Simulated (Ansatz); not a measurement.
Molecule: GeO$_{3}$, net charge 0, singlet state. 
Coordinates optimised at B3LYP-D3(BJ)/def2-TZVP (Ansatz, a quantum-chemistry and plane-wave program):
```
Ge
O 1 1.6264
O 1 1.7606 2 152.52
O 3 1.6249 1 62.52 2 -180.00
```

Basis-set convergence of Hartree-Fock and MP2 correlation energies (hartree) with Ansatz. Correlated levels leave the core frozen unless marked. No spin-orbit coupling. Frozen are the shells of the preceding noble gas and the d and f shells that filled before the atom's block. Non-relativistic.

The Hartree-Fock reference is unstable (checked in the largest basis), which strains HF and MP2. 

| basis | functions | E(HF) | E(corr, MP2) |
|---|---|---|---|
| aug-cc-pVDZ | 105 | -2299.76540 | -0.72229 |
| aug-cc-pVTZ | 197 | (withheld) | (withheld) |

Q: Complete the blanks.

A: 
- aug-cc-pVTZ, E(HF): -2299.90031
- aug-cc-pVTZ, E(corr, MP2): -0.86516
